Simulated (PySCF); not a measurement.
**One molecule, a ladder of functionals, a line**

Molecule: SMILES C1N[SiH2]C[SiH2]1, C2H9NSi2.

Molfile (atoms numbered from 1):
```
C2H9NSi2
     RDKit          3D

 14 14  0  0  0  0  0  0  0  0999 V2000
   -1.0406   -0.2705   -0.2211 C   0  0  0  0  0  0  0  0  0  0  0  0
   -0.3710    1.0191   -0.2390 N   0  0  0  0  0  0  0  0  0  0  0  0
    1.2400    1.1607    0.3953 Si  0  0  0  0  0  4  0  0  0  0  0  0
    1.9078   -0.5582    0.0089 C   0  0  0  0  0  0  0  0  0  0  0  0
    0.3429   -1.5984   -0.2064 Si  0  0  0  0  0  4  0  0  0  0  0  0
   -1.7084   -0.4140    0.6523 H   0  0  0  0  0  0  0  0  0  0  0  0
   -1.6698   -0.4063   -1.1195 H   0  0  0  0  0  0  0  0  0  0  0  0
   -0.9793    1.8234   -0.3457 H   0  0  0  0  0  0  0  0  0  0  0  0
    1.9489    2.2896   -0.2843 H   0  0  0  0  0  0  0  0  0  0  0  0
    1.3365    1.4123    1.8752 H   0  0  0  0  0  0  0  0  0  0  0  0
    2.4752   -0.5317   -0.9356 H   0  0  0  0  0  0  0  0  0  0  0  0
    2.5693   -0.9529    0.7943 H   0  0  0  0  0  0  0  0  0  0  0  0
    0.1537   -2.5548    0.9286 H   0  0  0  0  0  0  0  0  0  0  0  0
    0.3523   -2.3852   -1.4785 H   0  0  0  0  0  0  0  0  0  0  0  0
  1  2  1  0
  2  3  1  0
  3  4  1  0
  4  5  1  0
  5  1  1  0
  1  6  1  0
  1  7  1  0
  2  8  1  0
  3  9  1  0
  3 10  1  0
  4 11  1  0
  4 12  1  0
  5 13  1  0
  5 14  1  0
M  END
```

GIAO shieldings (ppm, equivalent atoms averaged) in PySCF 2.14.0 with density-fitted response routines on the PBE0-D3(BJ)/def2-SVP geometry, basis pcSseg-1, gas phase, non-relativistic:

| functional | exact exchange (%) | σ(C1) | σ(N2) | σ(Si3) | σ(Si5) |
| --- | --- | --- | --- | --- | --- |
| BLYP | 0 | 145.4 | 232.4 | 350.1 | 357.2 |
| BP86 | 0 | 150.4 | 237.5 | 355.9 | 365.9 |
| PBE | 0 | 150.8 | 237.3 | 356.8 | 367.4 |
| PBE0 | 25 | 157.8 | 246.2 | 371.9 | 382.4 |
| mPW1PW91 | 25 | 156.8 | 245.2 | 370.6 | 380.3 |
| BHandHLYP | 50 | 159.1 | 249.5 | 381.2 | 388.2 |
| HF | 100 | 169.9 | 261.8 | 415.9 | 420.8 |

**Question.** Fit each shielding as a line in the percentage of exact exchange.

**Answer.** σ(C1) = 149.8 + 0.21 x (rms 2.2 ppm); σ(N2) = 236.9 + 0.26 x (rms 2.2 ppm); σ(Si3) = 354.5 + 0.60 x (rms 2.6 ppm); σ(Si5) = 364.3 + 0.56 x (rms 3.8 ppm). The functionals also differ in their semilocal parts, which the line can't hold; Hartree–Fock has no correlation at all.

**Question.** What does the line predict for B3LYP (20 %), and what does the run give?

**Answer.** σ(C1): 154.0 predicted, 151.5 computed; σ(N2): 242.1 predicted, 240.2 computed; σ(Si3): 366.5 predicted, 362.1 computed; σ(Si5): 375.5 predicted, 369.6 computed ppm.
